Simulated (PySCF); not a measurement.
CdHF, SMILES [CdH][F]. Atoms are numbered in the order given.

```xyz
3

Cd     0.0000     0.0000    -0.2754
H      0.0000     0.0000    -1.9104
F      0.0000     0.0000     1.6810
```
Charge 0, spin multiplicity 1.

Geometry: B3LYP-D3(BJ)/def2-TZVPD. The def2 effective core potentials stand for the cores of Cd; spin–orbit coupling is left out.

The numbers are results of TDA-M06-2X/def2-TZVPD in PySCF 2.14.0, not measurements.

Vertical excitations; the highest root listed may be one member of a degenerate set.  State labels are in the subgroup C2v.

### Question
List the lowest excited states. (The exact figures need the calculation; the answer reports its results.)

### Answer

```csv
state,symmetry,energy (eV),λ (nm),f,main pairs
S1,B2,7.43,167,0.000,HOMO−1→LUMO (degenerate set)
S2,B1,7.43,167,0.000,HOMO−2→LUMO (degenerate set)
S3,B2,7.65,162,0.258,HOMO→LUMO+2 (degenerate set)
S4,B1,7.65,162,0.258,HOMO→LUMO+1 (degenerate set)
S5,A1,8.01,155,0.378,"HOMO→LUMO 65 %, HOMO−1→LUMO+2 11 %, HOMO−2→LUMO+1 11 %"
S6,A2,8.24,151,0.000,"HOMO−1→LUMO+1 48 %, HOMO−2→LUMO+2 48 %"
S7,A1,8.25,150,0.081,"HOMO−3→LUMO 52 %, HOMO→LUMO 26 %, HOMO−1→LUMO+2 9 %, HOMO−2→LUMO+1 9 %"
S8,A2,8.30,149,0.000,"HOMO−2→LUMO+2, HOMO−1→LUMO+1 (degenerate set)"
S9,A1,8.30,149,0.000,"HOMO−2→LUMO+1, HOMO−1→LUMO+2 (degenerate set)"
S10,B2,8.94,139,0.215,HOMO−3→LUMO+2 92 %
T1,A1,6.01,206,0,HOMO→LUMO 90 %
T2,B1,6.81,182,0,HOMO→LUMO+1 (degenerate set)
T3,B2,6.81,182,0,HOMO→LUMO+2 (degenerate set)
T4,B1,7.09,175,0,HOMO−2→LUMO 92 %
```
Triplets are in the Tamm–Dancoff approximation.
